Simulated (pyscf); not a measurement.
PySCF, gas phase, ωB97X-D3(BJ)/def2-SVP geometries. MP2 and CC: frozen core, UHF for open shells. ΔMP2 is the change of the MP2 total energy from the triple- to the quadruple-zeta basis.

### Question
For the elementary gas-phase step `[CH2][CH2][SiH3]` [doublet] -> `[CH3][CH2][SiH2]` [doublet] (doublet surface; H–Si broken, C–H formed), what barrier and reaction energy does CCSD(T)/def2-TZVPP + ΔMP2(QZVPP) give, measured from the reactant's lowest minimum found?

### Answer
ΔE‡ = 133.2 kJ/mol, ΔE = -38.7 kJ/mol. Zero-point energy shifts the barrier by -4.0 kJ/mol. It is a hydrogen shift, with an imaginary mode of 1772i cm⁻¹. •H₂C–CH₂–SiH₃ lies 83.9 kJ/mol over its isomer H₃C–SiH•–CH₃ (electronic energy, ωB97M-D3(BJ)). H₃C–CH₂–SiH₂• lies 48.9 kJ/mol over its isomer H₃C–SiH•–CH₃ (electronic energy, ωB97M-D3(BJ)). This is the saddle that the search found; another between the same sides may lie lower. The CCSD(T) − MP2 part came from Ansatz, without density fitting, on the same reference.
